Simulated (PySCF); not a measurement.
PySCF 2.14 output of an unrestricted B2PLYP calculation on a single atom or ion in aug-cc-pwCVTZ-PP with ECP60MDF (8s8p7d4f3g, 122 functions), with a scalar-relativistic core potential:

```
SCF conv_tol = 1e-09
number electrons alpha = 8  beta = 4
    A. D. Becke.,  Phys. Rev. A 38, 3098 (1988)
    C. Lee, W. Yang, and R. G. Parr.,  Phys. Rev. B 37, 785 (1988)
    B. Miehlich, A. Savin, H. Stoll, and H. Preuss.,  Chem. Phys. Lett. 157, 200 (1989)
cycle= 1 E= -56.67249697542  delta_E= -0.0054  |g|= 0.018  |ddm|= 0.113
cycle= 2 E= -56.6728033177076  delta_E= -0.000306  |g|= 0.00526  |ddm|= 0.0315
cycle= 3 E= -56.6729364058126  delta_E= -0.000133  |g|= 0.00374  |ddm|= 0.0236
cycle= 4 E= -56.6730328145167  delta_E= -9.64e-05  |g|= 0.00317  |ddm|= 0.0197
cycle= 5 E= -56.6732914175273  delta_E= -0.000259  |g|= 0.00138  |ddm|= 0.0913
cycle= 6 E= -56.6733050877325  delta_E= -1.37e-05  |g|= 0.000501  |ddm|= 0.0165
cycle= 7 E= -56.6733080849503  delta_E= -3e-06  |g|= 6.32e-05  |ddm|= 0.0113
cycle= 8 E= -56.67330811501  delta_E= -3.01e-08  |g|= 3.97e-05  |ddm|= 0.00116
cycle= 9 E= -56.673308132355  delta_E= -1.73e-08  |g|= 2.97e-05  |ddm|= 0.000432
cycle= 10 E= -56.6733081421757  delta_E= -9.82e-09  |g|= 6.73e-06  |ddm|= 0.000525
cycle= 11 E= -56.6733081426071  delta_E= -4.31e-10  |g|= 6.18e-07  |ddm|= 0.000138
converged SCF energy = -56.6733081426071  <S^2> = 6.0017862  2S+1 = 5.0007144
```

The run itself started from symmetry-adapted Hartree-Fock orbitals and held the occupation by maximum overlap, on a logarithmic radial grid, so the iterations belong to that start.

Which element, charge and spin multiplicity is this?

Ta⁺ (tantalum, charge +1), multiplicity 5; the state was [Xe] 4f14 5d2 6s1 6p1, one real determinant (an excited configuration). The SCF energy lacks the PT2 part of the double hybrid.

⟨L²⟩ = 13.91 against 20 for a pure G term, so this real determinant mixes terms. Energies and moments cover only the electrons outside the core potential. Spin-orbit coupling, absent here, splits the open shell strongly.
